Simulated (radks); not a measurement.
Results of a calculation; reference values are marked as such.
Problem. These are the eigenvalues of the occupied orbitals of an atom or ion with whole-number occupations (eV). Level of theory: non-relativistic Kohn-Sham, PBE, spin-polarised, spherical densities, point nucleus (a radial shooting solver on a logarithmic mesh with Libxc functionals).

1s up: -2753.569
1s down: -2753.217
2s up: -263.7958
2s down: -263.4719
2p up: -204.4881
2p down: -204.0262
3s up: -32.8509
3s down: -30.5935
3p up: -20.3080
3p down: -18.1991

Which element is it, and in what charge state? The configuration may be excited. Open shells, if any, are filled with parallel spins first.

Solution. Z = 17, chlorine, charge +1: Cl+ in [Ne] 3s2 3p4. The list shows which subshells hold electrons but not how many an open one holds; the 1s level, -101.19 hartree, gives Z - s = 14.2 by -(Z - s)^2/2, which with screening narrows Z to a few neighbours, and the depths of the outer levels then fix element, charge and occupations together.
